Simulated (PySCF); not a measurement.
# C4H9NOSi3: full NMR table

- Formula: C4H9NOSi3
- SMILES: CC(=O)[Si]1(C#N)[SiH2]C[SiH2]1
- InChI: InChI=1S/C4H9NOSi3/c1-4(6)9(2-5)7-3-8-9/h3,7-8H2,1H3
- Point group of the computed structure: C1
- Degrees of unsaturation: 4
- Carbon signals: 4
- Proton signals: 5

Atoms are numbered as in `[CH3:1][C:2](=[O:3])[Si:4]1([C:5]#[N:6])[SiH2:7][CH2:8][SiH2:9]1`; H(Xn) means a hydrogen on atom n.

- NMR shieldings at PBE0/pcSseg-1/GIAO
- coordinates at the GFN2-xTB level
- code: PySCF 2.14
- single conformer, no relativistic terms, fast rotation and ring inversion assumed for equivalent nuclei, no solvent

References, each an isolated molecule treated in the same way: TMS for ¹H (σref 31.72) and ¹³C (σref 186.93) and ²⁹Si (σref 349.16); NH3 for ¹⁵N (σref 267.73); ¹⁷O (σref 336.08) vs H2O.

```tsv
carbon	δC, type	δH (multiplicity)	HMBC from (2–3 bonds)	span of the C tensor (ppm)
C1	43.8, CH3	2.78 (s)	–	74
C2	242.0, C	–	Hb(Si7)/Ha(Si9), Ha(Si7)/Hb(Si9), H(C1)	233
C5	125.2, C	–	Hb(Si7)/Ha(Si9), Ha(Si7)/Hb(Si9)	342
C8	-7.7, CH2	Ha(C8) 0.86 (m); Hb(C8) 0.92 (m)	Hb(Si7)/Ha(Si9), Ha(Si7)/Hb(Si9)	30
```

Other nuclei:
```tsv
atoms	nucleus	environment	δ (ppm)	σ (ppm)
Hb(Si7)/Ha(Si9)	¹H	hydrogen on a silicon bonded to C, Si, in a 4-membered ring	4.85	26.87
Ha(Si7)/Hb(Si9)	¹H	hydrogen on a silicon bonded to C, Si, in a 4-membered ring	4.81	26.91
Si7/Si9	²⁹Si	silicon bonded to C, Si, 2 H, in a 4-membered ring	-45.7	394.9
Si4	²⁹Si	silicon bonded to 2 C, 2 Si, in a 4-membered ring	-58.2	407.4
N6	¹⁵N	nitrile nitrogen	377.0	-109.2
O3	¹⁷O	carbonyl oxygen	842.7	-506.7
```

- Carbon types of the structure: 2 × C, 1 × CH2, 1 × CH3, leaving 4 H on heteroatoms.
- δC 242.0: carbonyl carbon.
- δC 125.2: nitrile carbon; this is the usual window of a C≡N carbon, which has no attached hydrogen.
- δC 43.8: methyl carbon α to a carbonyl; the adjacent C=O deshields it moderately.
- δC -7.7: sp3 CH2 bonded to 2 Si; an electropositive neighbour leaves it electron-rich and shielded.
- δH 2.78: hydrogen on a methyl carbon α to a carbonyl; α to C=O.

Shifts are as computed. Against solution values, carbons near 30 ppm lie about +3 ppm off and those near 130 ppm about +5 ppm. Of 1211 compounds with measured shifts, 218 miss one by over three times the rms of a fit or turn the order of signals round; such compounds aren't used in these exercises. Unscaled 17O shifts of doubly bonded oxygen tend to come out too high, by tens of ppm or more. Experimental scales use liquid or dissolved standards, which lie at an offset from isolated NH3 (liquid NH3: subtract about 20 ppm) and H2O (liquid H2O: subtract about 36 ppm). Unscaled 15N shifts of sp2 nitrogen come out 20 to 40 ppm too high even then. No couplings were computed; multiplicities are counted from neighbouring protons, with m where these are inequivalent, close in shift, in a saturated or five-membered ring or joined by F or P, and br s for small geminal =CH2 splittings.
